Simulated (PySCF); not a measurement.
Identify the compound

An unknown has the formula C9H17N. Its calculated NMR data are:

1H NMR (300 MHz, computed): δ 2.33 (s, 3H), 1.71 (m, 2H), 1.62 (m, 2H), 1.53 (m, 2H), 1.41 (m, 2H), 1.41 (m, 1H), 1.20 (m, 2H), 1.05 (m, 2H), -0.48 (br s, 1H).

13C{1H} NMR (computed): δ 74.2 (C), 55.2 (CH), 38.4 (CH2, 2C), 35.7 (CH2, 2C), 31.8 (CH3), 27.6 (CH2, 2C).

PySCF 2.14 calculation with structure optimised with PBE0-D3(BJ)/def2-SVP and NMR shieldings at PBE0/pcSseg-1/GIAO; no solvent model, rapidly exchanging positions averaged, one computed conformer, no relativistic terms.

Chemical shifts δ = σref − σ; TMS for 1H (31.27 ppm) and 13C (184.41 ppm), all at this level.

Question: Deduce the structure.

Answer: 
- Rings plus π bonds: 2 (2 rings in the answer).
- 6 carbon signals for 9 carbons: some carbons are equivalent by symmetry or fast rotation.
- Carbon types of the structure: 1 × C, 1 × CH, 6 × CH2, 1 × CH3, leaving 1 H on heteroatoms.
- δC 74.2: fully substituted sp3 carbon bonded to N; deshielded by the electronegative neighbour.
- δC 38.4, 35.7, 27.6: sp3 CH2 in a ring; a saturated carbon with 2 carbon neighbours and no heteroatom attached.
- δC 31.8: methyl carbon bonded to N; pulled downfield by the heteroatom.
- δH 2.33: hydrogen on a methyl carbon bonded to N; its carbon carries N, hence the downfield position.
- δH 1.71, 1.62, 1.53, 1.41, 1.20, 1.05: hydrogen on an sp3 CH2 in a ring.
- δH 1.41: hydrogen on an sp3 CH in a ring.
- δH -0.48: hydrogen on an amine nitrogen; exchangeable, gas-phase position.

Structure: `C1[C@H]2[C@](NC)(CCC2)CC1`.

This is the structure that produced the data.

The OH or NH signal is concentration- and solvent-dependent in practice; the value given is the gas-phase one. Shifts are as computed. Against solution values, carbons near 30 ppm lie about +2 ppm off and those near 130 ppm about +5 ppm. Of 1211 compounds with measured shifts, 218 miss one by over three times the rms of a fit or turn the order of signals round; such compounds aren't used in these exercises. Multiplicities follow the n + 1 count of equivalent neighbours, as no J values were calculated; m marks all less simple cases, F and P coupling included.
